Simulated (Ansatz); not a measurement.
Input (CCSDT(Q)/cc-pVTZ; Ansatz, a first-principles code):

Ansatz 0.2 input:
```yaml
crystal:
  periodic: [false, false, false]
  atoms:
    - {symbol: O, position_ang: [-1.25481271, 0.72747206, -0.00013333]}
    - {symbol: Se, position_ang: [0.02740695, -0.38266873, -0.00018516]}
    - {symbol: O, position_ang: [1.13833316, 0.89887003, 0.00092026]}
basis:
  gaussian:
    orbitals: cc-pVTZ
magnetization: {spin_polarized: true, initial_magnetization: 2}
correlation: {method: ccsdt_q, electrons: outside_noble_gas}
```

Output:

```
Functional definition: HF
integrals: 0.30 GiB planned
1282 factors; integrals over basis functions are off by at most 1.4e-7 eV
mean field: 0.48 GiB planned
mean field evaluation 1: about -69372.7828 eV, gradient 2.5e1 eV
mean field evaluation 2: about -69372.7985 eV, gradient 2.5e1 eV
mean field evaluation 4: about -69375.7317 eV, gradient 3.3e0 eV
mean field evaluation 8: about -69375.8803 eV, gradient 2.6e-1 eV
mean field evaluation 16: about -69375.8827 eV, gradient 4.4e-3 eV
mean field evaluation 32: about -69376.0108 eV, gradient 1.3e0 eV
mean field evaluation 64: about -69375.7080 eV, gradient 3.3e0 eV
mean field evaluation 96: about -69376.8534 eV, gradient 1.2e0 eV
mean field evaluation 128: about -69374.7384 eV, gradient 8.5e0 eV
mean field evaluation 160: about -69368.6769 eV, gradient 7.3e-3 eV
mean field evaluation 192: about -69375.1408 eV, gradient 6.7e-2 eV
mean field evaluation 224: about -69374.3516 eV, gradient 3.0e0 eV
mean field evaluation 256: about -69372.1262 eV, gradient 1.3e-2 eV
mean field evaluation 288: about -69373.5976 eV, gradient 2.2e-3 eV
mean field evaluation 320: about -69374.3723 eV, gradient 1.0e1 eV
mean field evaluation 352: about -69374.9371 eV, gradient 2.3e0 eV
mean field evaluation 384: about -69375.8827 eV, gradient 5.6e-6 eV
mean field -69377.02171919 eV, -2549.5585227458 hartree, gradient 1.5e-6 eV, S^2 2.033350; 12 other end points of the search recorded, 0 dependent functions left out
determinant -69377.02171919 eV, -2549.5585227458 hartree, with singles and doubles -69392.62478711 eV, -2550.1319249160 hartree
determinant -69375.88267762 eV, -2549.5166637402 hartree, with singles and doubles -69392.63190641 eV, -2550.1321865452 hartree
determinant -69375.14093280 eV, -2549.4894051211 hartree, with singles and doubles -69391.53088465 eV, -2550.0917247420 hartree
determinant -69375.06882515 eV, -2549.4867552136 hartree, with singles and doubles -69389.97640875 eV, -2550.0345988064 hartree
determinant -69373.59756201 eV, -2549.4326872905 hartree, with singles and doubles -69388.98784996 eV, -2549.9982699407 hartree
determinant -69377.02171919 eV, -2549.5585227458 hartree, with singles and doubles -69392.64022873 eV, -2550.1324923848 hartree
determinant -69375.88267762 eV, -2549.5166637402 hartree, with singles and doubles -69392.62267684 eV, -2550.1318473648 hartree
16 core orbitals not correlated
reference -69375.88267762 eV, -2549.5166637402 hartree; 10, 8 occupied and 77, 79 virtual orbitals, 1282 factors
second order -16.35895040 eV of doubles, -0.00000000 eV of singles
coupled cluster: 8.71 GiB planned
cycle   1  -15.76381406 eV  change    6.0e-1 eV  update   1.8e-1
cycle   2  -16.85781316 eV  change    -1.1e0 eV  update   1.2e-1
cycle   3  -17.69017661 eV  change   -8.3e-1 eV  update   5.3e-2
cycle   4  -17.75891415 eV  change   -6.9e-2 eV  update   2.7e-2
cycle   5  -17.63735968 eV  change    1.2e-1 eV  update   1.6e-2
cycle   6  -17.65426602 eV  change   -1.7e-2 eV  update   9.6e-3
cycle   7  -17.70556477 eV  change   -5.1e-2 eV  update   5.7e-3
cycle   8  -17.70599586 eV  change   -4.3e-4 eV  update   3.4e-3
cycle   9  -17.69739120 eV  change    8.6e-3 eV  update   1.9e-3
cycle  10  -17.70273836 eV  change   -5.3e-3 eV  update   1.1e-3
cycle  11  -17.70004212 eV  change    2.7e-3 eV  update   7.2e-4
cycle  12  -17.69983031 eV  change    2.1e-4 eV  update   4.5e-4
cycle  13  -17.70073832 eV  change   -9.1e-4 eV  update   2.1e-4
cycle  14  -17.70056976 eV  change    1.7e-4 eV  update   1.2e-4
cycle  15  -17.70028528 eV  change    2.8e-4 eV  update   7.2e-5
cycle  16  -17.70038083 eV  change   -9.6e-5 eV  update   4.1e-5
cycle  17  -17.70040840 eV  change   -2.8e-5 eV  update   2.5e-5
cycle  18  -17.70039647 eV  change    1.2e-5 eV  update   1.6e-5
cycle  19  -17.70041569 eV  change   -1.9e-5 eV  update   7.4e-6
cycle  20  -17.70042646 eV  change   -1.1e-5 eV  update   4.6e-6
cycle  21  -17.70041880 eV  change    7.7e-6 eV  update   2.8e-6
cycle  22  -17.70041949 eV  change   -6.9e-7 eV  update   1.8e-6
coupled cluster: 8.71 GiB planned
perturbative correction -0.13717213 eV, -0.0050409829 hartree
Total energy: -69393.72026924 eV, -2550.1721831415 hartree
```

The determinant is spin-contaminated: <S^2> is 2.12, 0.12 over the pure value. The run finds its determinant to be a saddle point of the SCF energy.

This triplet is an excited state, 2.3 eV above the singlet at CCSD(T)/cc-pV5Z (Ansatz).
